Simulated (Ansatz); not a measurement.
`F[SiH](F)[NH][GeH3]` + `N[SiH](Cl)Cl` → `F[SiH](F)N[SiH](Cl)Cl` + `[NH2][GeH3]`  (ligand exchange at the Si–N bond)

Isolated molecules relaxed with PBE0-D4/def2-TZVP in Ansatz; ΔE leaves out vibrations. CCSD(T)/CBS adds triple-zeta CCSD(T) − MP2 to the extrapolated MP2 energy (def2 sets, frozen cores). Functionals use def2-TZVPP. For Ge outer-core shells are correlated without core-valence functions, which leaves a few kJ/mol of doubt a bond. Scalar relativity is left out up to krypton. One conformer a species, not always the lowest.

| level | ΔE (kcal/mol) |
| --- | --- |
| ωB97M-V | 2.5 |
| PBE0 | 2.9 |
| SCS-MP2/def2-TZVPP | 2.5 |
| MP2/def2-QZVPP | 2.5 |

Task: What does CCSD(T)/CBS give? (Estimate.)

Result: Ansatz gave: +2.5 kcal/mol. The listed levels differ from it by 0.0, 0.4, 0.0, 0.0 kcal/mol.

Largest T1 diagnostic among the species: 0.012.

The D4 term adds −1.0 kcal/mol with B3LYP and −0.6 kcal/mol with PBE0; it sums over pairs of atoms, weighted by their polarisabilities, and B3LYP, whose exchange is more repulsive, gets the larger term. In def2-TZVPP, CCSD(T) changes the Hartree–Fock value by −1.3 kcal/mol (the triples alone add −0.2 kcal/mol) and MP2 by −1.3 kcal/mol.

B3LYP here is the variant with VWN-RPA as its local correlation; programs differ in this.
